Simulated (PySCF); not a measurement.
Compound: C₅H₉NSi.
Structure used (PBE0-D3(BJ)/def2-SVP), in Å, numbered top down from 1:
```xyz
16
C5H9NSi angstrom
C      2.8097    0.0534    0.6449
C      1.8221   -0.1224   -0.0349
C      0.6176   -0.3097   -0.8620
C     -0.3951   -1.2559   -0.1868
C     -1.1617   -0.4693    0.8842
Si    -1.3260    1.2448    0.1024
N     -0.1033    0.9312   -1.1042
H      3.6851    0.2095    1.2479
H      0.9405   -0.7592   -1.8193
H     -1.0911   -1.5995   -0.9688
H      0.1140   -2.1428    0.2199
H     -2.1136   -0.9493    1.1533
H     -0.5622   -0.3812    1.8052
H     -1.0202    2.3670    1.0479
H     -2.6624    1.5429   -0.5040
H      0.4166    1.6417   -1.6042
```

Computed at PBE0/pcSseg-1 (PySCF, non-relativistic), with Q(14N) = 0.02044 b: N7, 14N (I = 1): χzz = -5.286 MHz, η = 0.399.

Task: Where would the pure quadrupole (NQR) lines of 14N at N7 fall for the rigid, isolated species?

Result: From ν± = (3/4)|χ|(1 ± η/3) and ν0 = |χ|η/2: ν+ 4.491 MHz, ν− 3.438 MHz, ν0 1.054 MHz (silicon-bound nitrogen).

In a crystal, neighbours and librations shift these lines. The small basis limits the accuracy of the gradients.

These values come from a run that also computed NMR shieldings. The run took 55 s (with the writing of density and orbital grids) on one thread of an Arm Neoverse N1, shared host with 64 logical CPUs at a one-minute load of 58, and the process peaked at 0.81 GiB of memory.

One conformer stands for the species.
